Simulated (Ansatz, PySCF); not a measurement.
Donor–acceptor adduct: AlH3 (SMILES [AlH3]) (first 4 atoms) with H2S (SMILES S); geometry from B3LYP-D3(BJ)/def2-TZVP.
(charge 0, multiplicity 1):
```xyz
7

Al    -0.2520    -0.1264     0.4923
H     -1.0017    -1.4932     0.8004
H     -1.1170     1.1968     0.3387
H      1.1968    -0.1837    -0.1560
S      0.5777     0.4083     2.8718
H      1.0835    -0.8003     3.1740
H     -0.5693     0.1725     3.5329
```

Monomers are frozen at their geometry in the pair; levels with a basis set take the counterpoise correction.

Frozen-core correlation. Rows in 6-31G* carry no dispersion term and start afresh at each structure (6-31G* with six Cartesian d functions).

The values were computed with Ansatz (Gaussian basis) for Hartree–Fock, density functionals and correlated methods; PySCF for 6-31G* rows. 

Q: Predict the interaction energy from SCS-MP2/aug-cc-pV(D+d)Z.

A: -511 meV

Q: Give the interaction energy at the level PBE0/def2-TZVPPD.

A: -688 meV

Q: What interaction energy does HF/6-31G* give?

A: -417 meV

Ansatz is an electronic-structure program.
